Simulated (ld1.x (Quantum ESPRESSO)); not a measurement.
**Ranking ultrasoft potentials for silicon**

All share these settings but for the change named:

* Element: Si
* Generator: ld1.x (Quantum ESPRESSO) 7.5
* Type: ultrasoft
* Functional: LDA (PZ)
* Relativity: non-relativistic
* Frozen core: [Ne]
* Valence charge: 4
* Reference configuration: 3s2 3p2
* Partial waves: 3s (bound): rcut 1.35, rcutus 1.60 bohr; 3s channel at 0.05 Ry: rcut 1.35, rcutus 1.60 bohr; 3p (bound): rcut 1.40, rcutus 1.75 bohr; 3p channel at 0.3 Ry: rcut 1.40, rcutus 1.75 bohr
* Local potential: all-electron potential smoothed inside 1.70 bohr (lloc = -1)
* Core correction: Bessel-smoothed model core inside 1.45 bohr
* Augmentation charge: built from norm-conserving waves at rcut, not smoothed further

Test errors are all-electron minus pseudo excitation energies from the reference, over 3s2 3p1; 3s2 3p0; 3s1 3p0; 3s1 3p3; 3s2 3p1.5; 3s2 3p2.3; 3s1 3p2. None of these files shows a bound ghost.

The base gives 19.1 meV.

Of 12 variants that were run, those that failed, showed a ghost or another fault, or gave nearly equal values are left out.

A variant can come out equal or close to the base, since the largest error may sit in a test that the change hardly touches while other tests move.

(1) Rank these variants by their largest absolute test error, smallest first.
A. all radii but the core radius scaled by about 1.30 (s 2.08, p 2.28 bohr, rcut 1.76/1.82); local potential all-electron potential smoothed inside 2.20 bohr (lloc = -1)
B. augmentation PSQ, inside the norm-conserving radii
C. local potential all-electron potential smoothed inside 1.45 bohr (lloc = -1)
D. core correction Bessel-smoothed model core inside 1.28 bohr

Results:

(1) D (13.1 meV), B (16.2 meV), C (19.1 meV), A (49.4 meV).
